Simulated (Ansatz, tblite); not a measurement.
Cost and result up the ladder for Na₅⁺ (5 atoms). Total charge 1; singlet. Geometry: r2SCAN/def2-SVP.

```xyz
5

Na   -1.868   -1.518    2.763
Na    0.020   -0.019   -0.009
Na    1.463   -1.919    2.794
Na    0.329    0.313   -3.665
Na    0.056    3.143   -1.883
```

Ansatz on 4 threads of Arm Neoverse V1 on a shared host; xTB runs through tblite on one thread. Times are rough, summed over both states, and most runs start from the orbitals of an earlier one. B2PLYP/def2-TZVP serves as the yardstick here, not as an exact answer. The other state is a triplet at its own geometry, which has other bonds, so the gap mixes isomer and spin.

The xTB rows come from tblite. Correlated methods freeze 5 core orbitals; core or outer-core shells of Na are correlated, in sets that lack core-valence functions. The structure comes from a short search, and lower isomers may exist.

Run but left out: HF/STO-3G (singlet: restricted singlet, unstable in another Hartree–Fock run and untested here); HF/def2-TZVP (singlet: restricted singlet, unstable towards broken spin symmetry).

Correlated methods converge slowly with the basis.

xTB has no spin-polarisation term.

```tsv
level	functions	wall time	triplet − singlet (eV)	difference from B2PLYP/def2-TZVP (eV)	remarks
GFN1-xTB	20	0.004 s	1.03	0.46	–
GFN2-xTB	20	0.004 s	1.13	0.56	–
PBE/def2-TZVP	160	6.2 s	0.40	-0.17	–
revPBE/def2-TZVP	160	6.5 s	0.41	-0.16	–
MP2/def2-TZVP	160	7.2 s	0.43	-0.13	restricted SCF unstable (singlet)
PBE0/def2-TZVP	160	8.4 s	0.37	-0.20	–
BHLYP/def2-TZVP	160	10 s	0.61	0.04	–
B2PLYP/def2-TZVP	160	11 s	0.57	0.00	–
CAM-B3LYP/def2-TZVP	160	11 s	0.61	0.04	–
RPA@PBE/def2-TZVP	160	11 s	0.44	-0.13	–
r2SCAN/def2-TZVP (with forces)	160	15 s	0.16	-0.40	–
r2SCANh/def2-TZVP	160	18 s	0.17	-0.39	–
```
